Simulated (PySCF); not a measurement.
Be(F)(Me) (CH3BeF), SMILES [CH3][Be][F]. Geometry optimised at r2SCAN-D4/def2-TZVP.

### Question
Give the equilibrium geometry at r2SCAN-D4/def2-TZVP (PySCF confirms it by a frequency run) as Cartesian coordinates in Å, and its point group. (An estimate is asked for; the answer gives what the named calculation found.)

### Answer
point group C3v.
```xyz
6

Be     0.0000     0.0000    -0.1768
F      0.0000     0.0000    -1.5580
C      0.0000     0.0000     1.5009
H      0.8796     0.5078     1.9081
H      0.0000    -1.0157     1.9081
H     -0.8796     0.5078     1.9081
```
Charge 0, spin multiplicity 1.
